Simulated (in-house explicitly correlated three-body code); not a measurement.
Computed with an exponentially correlated three-body code. Model: two electrons around a point charge, non-relativistic, variational in 260 exponentially correlated functions (energies converged to about 1e-7 hartree, or 1e-8 relative for large Z).

Command:
```bash
python run_hyl.py task.json out
```
Settings (lengths in bohr, energies in hartree):
```
Z                      26
screening              13
interaction_strength   1
functions              260
states_tried           1
```

Time taken, with all properties: 20 s on 1 thread of AMD EPYC 7R43 64-Core Processor (Zen 3) (shared host).

**Ground state only, binding against the one-electron ion.**

Given: nuclear charge 26; Yukawa screening of all interactions 13 1/bohr.

Computed: one-electron threshold -100.127107 hartree.

| term | energy (hartree) | binding (eV) |
| --- | --- | --- |
| 1 1S | -194.212341 | 2560.2 |

**Converged states only, values per electron or pair (inverse distances are <exp(-kr)/r>).**

```
term  mean r (bohr)  mean r squared (bohr²)  mean inverse r (1/bohr)  mean r12 (bohr)  mean inverse r12 (1/bohr)  mean cosine  mean p1 dot p2 (bohr⁻²)  delta r1 (bohr⁻³)  delta r12 (bohr⁻³)
1 1S       0.070739               0.0069735                    13.42          0.10438                     5.9272   -0.0041804                   2.0181               4086              420.24
```

**Static dipole response.**

```
state  polarisability (bohr³)
 1 1S              5.2808e-05
```
